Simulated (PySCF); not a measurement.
## Spin-rotation constants: `[NH3]->[Ga]([F])([F])[F]`, F3GaH3N

Geometry (Å), atoms numbered from 1 in this order:
```xyz
8

Ga   -0.0014    0.0039   -1.0895
N     0.0027   -0.0038    1.0179
H    -0.9535    0.0416    1.3685
H     0.5205    0.7992    1.3741
H     0.4394   -0.8575    1.3652
F     1.7120   -0.0155   -1.3538
F    -0.8394    1.5010   -1.3395
F    -0.8801   -1.4688   -1.3430
```

Method: GIAO PBE0/def2-SVP magnetisability, rotational g tensor and spin-rotation constants, non-relativistic, gas phase (PySCF). Geometry: GFN2-xTB.

The calculation is non-relativistic, which matters for the atoms heavier than Zn.

Give the nuclear spin-rotation constants along the inertial axes (H = +C I·J) beside the isotropic shieldings.

Rotational constants 3.0492, 3.0445, 2.9663 GHz.
| atom | isotope | Caa (kHz) | Cbb (kHz) | Ccc (kHz) | mean (kHz) | σ (ppm) |
| --- | --- | --- | --- | --- | --- | --- |
| Ga1 | 69Ga | 3.380 | 3.375 | 4.847 | 3.867 | 1760.0 |
| N2 | 14N | 0.100 | 0.100 | 0.111 | 0.104 | 245.4 |
| H3 | 1H | -0.201 | -0.201 | -0.309 | -0.237 | 29.7 |
| H4 | 1H | -0.218 | -0.217 | -0.277 | -0.237 | 29.7 |
| H5 | 1H | -0.205 | -0.205 | -0.301 | -0.237 | 29.7 |
| F6 | 19F | 1.360 | 1.358 | 1.662 | 1.460 | 387.5 |
| F7 | 19F | 1.366 | 1.364 | 1.653 | 1.461 | 387.4 |
| F8 | 19F | 1.386 | 1.384 | 1.617 | 1.462 | 387.4 |

Where two moments of inertia are equal or nearly so, the constants along those axes are given as their average.
For the geometry as given, no vibrational averaging.
